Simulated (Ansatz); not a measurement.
`[CH3][SnH3]` + `O=CO` → `O=C[O][SnH3]` + CH₄ at 400 K and 1 bar (ligand exchange at the Sn–C bond).

Calculated with Ansatz (gas phase, PBE0-D4/def2-TZVP geometries, no zero-point term in ΔE). CBS: MP2 limit from def2 TZ/QZ plus the TZ coupled-cluster correction, frozen cores. This one scheme is used for every species. def2 core potentials past Kr. For Sn outer-core shells are correlated without core-valence functions, which leaves a few kJ/mol of doubt a bond. One conformer a species, not always the lowest.

```tsv
species	CCSD(T)/CBS energy (Eh)	H − E (kJ/mol)	S (J/(mol·K))
`[CH3][SnH3]`	-255.66383	170.6	309.1
`O=CO`	-189.60296	105.1	262.3
`O=C[O][SnH3]`	-404.83174	143.6	352.8
CH₄	-40.46206	131.3	197.2
```

H − E and S are ideal-gas, rigid-rotor, harmonic terms from PBE0-D4/def2-TZVP, for one conformer and one mirror image of each species. 1 Eh = 2625.50 kJ/mol, R = 8.31446 J/(mol·K).

By hand: ΔE, ΔH, ΔS and ΔG.

ΔE = (-404.83174) + (-40.46206) − (-255.66383) − (-189.60296) = -0.02701 Eh = -70.9 kJ/mol. Δ(H − E) = 143.6 + 131.3 − 170.6 − 105.1 = -0.8, so ΔH = -71.7 kJ/mol. ΔS = 352.8 + 197.2 − 309.1 − 262.3 = -21.4 J/(mol·K). ΔG = -71.7 − 400 × (-21.4)/1000 = -63.1 kJ/mol.

By hand: the equilibrium constant, and the temperature at which ΔG would vanish if ΔH and ΔS stayed fixed.

log₁₀ K = −ΔG/(RT ln 10) = 8.2. ΔG = 0 at ΔH/ΔS = 3350 K, far beyond where these terms or the molecules hold.

ΔH outweighs TΔS. A doubt of 5 kJ/mol in ΔE shifts log₁₀ K by 0.7 here. Other conformers and mirror images would add mixing entropy, several J/(mol·K) or more a flexible species. These are equilibria of isolated gas molecules and say nothing of rates. Largest T1 diagnostic: 0.017 (customary marks: 0.02 for closed shells, 0.045 for open ones).
